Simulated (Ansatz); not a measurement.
Reaction (formal exchange of groups at the Si–C bond): `C#CC[SiH2]F` + `O[SiH](I)CF` → `O[SiH](I)[SiH2]F` + `C#CCCF`

Computed with Ansatz on PBE0-D4/def2-TZVP structures; ΔE is electronic, products minus reactants. CBS: MP2 limit from def2 TZ/QZ plus the TZ coupled-cluster correction, frozen cores. DFT in def2-TZVPP. B3LYP here is the variant with VWN-RPA as its local correlation; programs differ in this. def2 core potentials past Kr. For I outer-core shells are correlated without core-valence functions, which leaves a few kJ/mol of doubt a bond. Each species was taken in one conformer, which may not be the lowest.

```json
{"species": "`C#CC[SiH2]F`", "B3LYP-D4 energy (Eh)": "-506.79825"}
{"species": "`O[SiH](I)CF`", "B3LYP-D4 energy (Eh)": "-803.10185"}
{"species": "`O[SiH](I)[SiH2]F`", "B3LYP-D4 energy (Eh)": "-1054.56777"}
{"species": "`C#CCCF`", "B3LYP-D4 energy (Eh)": "-255.31992"}
```

(1) Work out ΔE.

Largest T1 diagnostic among the species: 0.012.

Answers

(1) ΔE = (-1054.56777) + (-255.31992) − (-506.79825) − (-803.10185) = 0.01241 Eh = +7.8 kcal/mol. CCSD(T)/CBS gives +8.2 kcal/mol.

In def2-TZVPP, CCSD(T) changes the Hartree–Fock value by +0.8 kcal/mol (the triples alone add +0.1 kcal/mol) and MP2 by +2.6 kcal/mol.
